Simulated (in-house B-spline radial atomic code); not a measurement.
RPA and G0W0 on CAM-B3LYP: Kr XXXIII (Kr32+)

Configuration [He] 2s2, mean-field start CAM-B3LYP. Computed with a B-spline radial code for spherical atoms: all electrons, non-relativistic, point nucleus, each spin shell either full or empty, empty states to l = 9 with an (l + 1/2)⁻⁴ tail; G0W0 by contour deformation at full frequency.

Command:
```bash
python run_gw.py task.json out
```
Settings (radii: box in bohr, nucleus in fm):
```
Z                        36
electrons                4
configuration            [He] 2s2
hamiltonian              nr
method                   camb3lyp
lmax                     9
spin_polarised           False
box_radius               2.91
intervals                45
ion_configuration        [He] 2s1
```

Time taken, with all properties: 1.7 s on 1 thread of Arm Neoverse N1, with other jobs on the host.

Energies (hartree):

| term | value |
| --- | --- |
| mean-field total | -1564.33233 |
| Hartree-Fock functional on these orbitals | -1564.25155 |
| direct second order | -0.95847 |
| second-order exchange | 0.47521 |
| SOSEX correction | 0.34055 |

**Question.** What is the RPA correlation energy, and what remains with SOSEX?

**Answer.** RPA gives -0.68812 hartree (-4.68 eV per electron); RPA + SOSEX gives -0.34757, and the second-order doubles -0.48326 hartree (no singles). SOSEX takes back 49 % of the RPA value.

Quasi-particle levels (eV):

```
level  occupied  mean field  Σx - vxc    Σc  QP weight      G0W0
   2s       yes    -3845.85    -37.99     ?          ?         ?
   2p        no    -3739.95     55.78  0.72      0.988  -3683.46
```

G0W0 = mean field + (Σx - vxc) + Σc, with Σc (partial-wave tail included) taken at the quasi-particle energy. Levels of low weight are left out.

**Question.** Where does G0W0 put 2s?

**Answer.** At -3894.95 eV, with Σc = -11.11 eV and a quasi-particle weight of 0.966. The tabulated removal energy is 3971 ± 4 eV (NIST, semi-empirical); the calculation leaves out relativity, Breit and QED terms, and what these don't explain is the method's own error.

**Question.** What does it cost to remove one electron (to [He] 2s1) by differences of total energies, each species on its own start (correlation terms add to the Hartree-Fock functional)?

**Answer.** CAM-B3LYP 3886.62 eV, Hartree-Fock functional 3883.55 eV, + RPA 3894.49 eV, + RPA + SOSEX 3891.59 eV, + second order 3895.26 eV. Tabulated: 3971 ± 4 eV (NIST, semi-empirical); the calculation leaves out relativity, Breit and QED terms, and what these don't explain is the method's own error.
